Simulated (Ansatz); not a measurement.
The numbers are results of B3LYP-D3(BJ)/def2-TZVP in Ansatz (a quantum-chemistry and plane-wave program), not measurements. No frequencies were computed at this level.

Ansatz 0.2 input:
```yaml
crystal:
  periodic: [false, false, false]
  atoms:
    - { symbol: C, position_ang: [-1.252023, -0.377996, -0.029958] }
    - { symbol: C, position_ang: [-0.017967, 0.320499, -0.524071] }
    - { symbol: C, position_ang: [1.099168, 0.373786, 0.132421] }
    - { symbol: N, position_ang: [2.075546, 0.585318, 0.825176] }
    - { symbol: H, position_ang: [-1.552418, -1.156691, -0.73159] }
    - { symbol: H, position_ang: [-2.074755, 0.331328, 0.060672] }
    - { symbol: H, position_ang: [-1.074068, -0.830557, 0.942212] }
    - { symbol: H, position_ang: [-0.075149, 0.79444, -1.492428] }
    - { symbol: H, position_ang: [2.871667, -0.040127, 0.817567] }
basis:
  gaussian: { orbitals: def2-tzvp }
hamiltonian:
  xc: b3lyp
  dispersion: d3bj
relax:
  max_steps: 150
```

Output:

```
Functional definition: B3LYP
915 factors; their error is unknown
mean field evaluation 1: about -4673.5206 eV, gradient 6.6e1 eV
mean field evaluation 2: about -4669.1011 eV, gradient 7.7e1 eV
mean field evaluation 4: about -4683.0555 eV, gradient 4.9e0 eV
mean field evaluation 8: about -4683.1093 eV, gradient 1.1e-1 eV
mean field evaluation 16: about -4683.1022 eV, gradient 7.9e-5 eV
mean field -4683.10218062 eV, -172.1008308172 hartree, gradient 2.7e-5 eV, S^2 0.000000; 0 other end points of the search recorded, 0 dependent functions left out
reference -4683.10241774 eV, -172.1008395311 hartree; 15, 15 occupied and 139, 139 virtual orbitals, 915 factors
relax step   1: F+E_penalty+E_count = -4683.34607552 eV  Δ(F+E_penalty+E_count) = +0.000e0 eV  max|allowed force component| = 5.583e-1 eV/Å  Δτ_max = 0.0000 Å  (29 SCF iters, accepted)
these checks for a lower state are left out or cut short: starts, cluster_reference, orbital_swaps, neighbouring_geometries, increment
915 factors; their error is unknown
mean field -4683.11933690 eV, -172.1014612990 hartree, gradient 1.4e-5 eV, S^2 0.000000; 0 other end points of the search recorded, 0 dependent functions left out
reference -4683.11957440 eV, -172.1014700267 hartree; 15, 15 occupied and 139, 139 virtual orbitals, 915 factors
relax step   2: F+E_penalty+E_count = -4683.36244386 eV  Δ(F+E_penalty+E_count) = -1.637e-2 eV  max|allowed force component| = 2.593e-1 eV/Å  Δτ_max = 0.0246 Å  (34 SCF iters, accepted)
these checks for a lower state are left out or cut short: starts, cluster_reference, orbital_swaps, neighbouring_geometries, increment
915 factors; their error is unknown
mean field evaluation 32: about -4683.0963 eV, gradient 1.3e-5 eV
mean field -4683.09629974 eV, -172.1006146988 hartree, gradient 1.3e-5 eV, S^2 0.000000; 0 other end points of the search recorded, 0 dependent functions left out
reference -4683.09653762 eV, -172.1006234405 hartree; 15, 15 occupied and 139, 139 virtual orbitals, 915 factors
relax step   3: F+E_penalty+E_count = -4683.33873852 eV  Δ(F+E_penalty+E_count) = +2.371e-2 eV  max|allowed force component| = 6.414e-1 eV/Å  Δτ_max = 0.1035 Å  (33 SCF iters, rejected (line search))
these checks for a lower state are left out or cut short: starts, cluster_reference, orbital_swaps, neighbouring_geometries, increment
915 factors; their error is unknown
mean field -4683.12503377 eV, -172.1016706550 hartree, gradient 1.6e-5 eV, S^2 0.000000; 0 other end points of the search recorded, 0 dependent functions left out
reference -4683.12527068 eV, -172.1016793610 hartree; 15, 15 occupied and 139, 139 virtual orbitals, 915 factors
relax step   4: F+E_penalty+E_count = -4683.36833763 eV  Δ(F+E_penalty+E_count) = -5.894e-3 eV  max|allowed force component| = 3.868e-1 eV/Å  Δτ_max = 0.0518 Å  (31 SCF iters, accepted)
these checks for a lower state are left out or cut short: starts, cluster_reference, orbital_swaps, neighbouring_geometries, increment
915 factors; their error is unknown
mean field -4683.13060932 eV, -172.1018755524 hartree, gradient 1.5e-5 eV, S^2 0.000000; 0 other end points of the search recorded, 0 dependent functions left out
reference -4683.13084636 eV, -172.1018842638 hartree; 15, 15 occupied and 139, 139 virtual orbitals, 915 factors
relax step   5: F+E_penalty+E_count = -4683.37374450 eV  Δ(F+E_penalty+E_count) = -5.407e-3 eV  max|allowed force component| = 1.270e-1 eV/Å  Δτ_max = 0.0330 Å  (33 SCF iters, accepted)
these checks for a lower state are left out or cut short: starts, cluster_reference, orbital_swaps, neighbouring_geometries, increment
915 factors; their error is unknown
mean field -4683.13118007 eV, -172.1018965273 hartree, gradient 1.5e-5 eV, S^2 0.000000; 0 other end points of the search recorded, 0 dependent functions left out
reference -4683.13141678 eV, -172.1019052261 hartree; 15, 15 occupied and 139, 139 virtual orbitals, 915 factors
relax step   6: F+E_penalty+E_count = -4683.37452625 eV  Δ(F+E_penalty+E_count) = -7.818e-4 eV  max|allowed force component| = 2.403e-1 eV/Å  Δτ_max = 0.0163 Å  (33 SCF iters, accepted)
these checks for a lower state are left out or cut short: starts, cluster_reference, orbital_swaps, neighbouring_geometries, increment
915 factors; their error is unknown
mean field -4683.13277088 eV, -172.1019549883 hartree, gradient 1.5e-5 eV, S^2 0.000000; 0 other end points of the search recorded, 0 dependent functions left out
reference -4683.13300778 eV, -172.1019636944 hartree; 15, 15 occupied and 139, 139 virtual orbitals, 915 factors
relax step   7: F+E_penalty+E_count = -4683.37603775 eV  Δ(F+E_penalty+E_count) = -1.511e-3 eV  max|allowed force component| = 2.788e-2 eV/Å  Δτ_max = 0.0049 Å  (35 SCF iters, accepted)
these checks for a lower state are left out or cut short: starts, cluster_reference, orbital_swaps, neighbouring_geometries, increment
915 factors; their error is unknown
mean field evaluation 64: about -4683.1328 eV, gradient 2.3e-4 eV
mean field -4683.13282006 eV, -172.1019567959 hartree, gradient 1.5e-5 eV, S^2 0.000000; 0 other end points of the search recorded, 0 dependent functions left out
reference -4683.13305692 eV, -172.1019655001 hartree; 15, 15 occupied and 139, 139 virtual orbitals, 915 factors
relax step   8: F+E_penalty+E_count = -4683.37613943 eV  Δ(F+E_penalty+E_count) = -1.017e-4 eV  max|allowed force component| = 1.178e-2 eV/Å  Δτ_max = 0.0060 Å  (35 SCF iters, accepted)
these checks for a lower state are left out or cut short: starts, cluster_reference, orbital_swaps, neighbouring_geometries, increment
915 factors; their error is unknown
mean field -4683.13275822 eV, -172.1019545230 hartree, gradient 1.5e-5 eV, S^2 0.000000; 0 other end points of the search recorded, 0 dependent functions left out
reference -4683.13299503 eV, -172.1019632257 hartree; 15, 15 occupied and 139, 139 virtual orbitals, 915 factors
relax step   9: F+E_penalty+E_count = -4683.37612715 eV  Δ(F+E_penalty+E_count) = +1.228e-5 eV  max|allowed force component| = 1.096e-2 eV/Å  Δτ_max = 0.0041 Å  (35 SCF iters, rejected (line search))
these checks for a lower state are left out or cut short: starts, cluster_reference, orbital_swaps, neighbouring_geometries, increment
915 factors; their error is unknown
mean field -4683.13281668 eV, -172.1019566716 hartree, gradient 1.5e-5 eV, S^2 0.000000; 0 other end points of the search recorded, 0 dependent functions left out
reference -4683.13305351 eV, -172.1019653749 hartree; 15, 15 occupied and 139, 139 virtual orbitals, 915 factors
relax step  10: F+E_penalty+E_count = -4683.37615481 eV  Δ(F+E_penalty+E_count) = -1.539e-5 eV  max|allowed force component| = 3.727e-3 eV/Å  Δτ_max = 0.0020 Å  (34 SCF iters, accepted)
915 factors; their error is unknown
mean field evaluation 96: about -4683.1325 eV, gradient 4.6e-1 eV
mean field -4683.13281668 eV, -172.1019566716 hartree, gradient 1.5e-5 eV, S^2 0.000000; 1 other end points of the search recorded, 0 dependent functions left out
reference -4683.13305351 eV, -172.1019653749 hartree; 15, 15 occupied and 139, 139 virtual orbitals, 915 factors
Total energy: -4683.37639164 eV, -172.1109078863 hartree
Atom 0 at    -1.247611    -0.380778    -0.030217 Å, force     0.001644    -0.000482    -0.000228 eV/Å
Atom 1 at    -0.018635     0.340290    -0.518063 Å, force    -0.001092    -0.000872     0.002523 eV/Å
Atom 2 at     1.097234     0.420519     0.157309 Å, force     0.001790     0.003727    -0.003620 eV/Å
Atom 3 at     2.092787     0.599096     0.845522 Å, force    -0.001095    -0.002076     0.000994 eV/Å
Atom 4 at    -1.522484    -1.194862    -0.705591 Å, force    -0.000508    -0.000777    -0.000218 eV/Å
Atom 5 at    -2.100446     0.300127     0.027340 Å, force    -0.000418     0.000768    -0.000205 eV/Å
Atom 6 at    -1.088759    -0.804021     0.961079 Å, force     0.000053    -0.000375     0.000898 eV/Å
Atom 7 at    -0.041660     0.819630    -1.490005 Å, force     0.000481     0.000197    -0.000414 eV/Å
Atom 8 at     2.829573    -0.100000     0.752626 Å, force    -0.000855    -0.000111     0.000270 eV/Å
Dipole moment:    -0.067420    -0.278447    -0.189805 e Å
```

Cost: roughly 29 core-seconds.
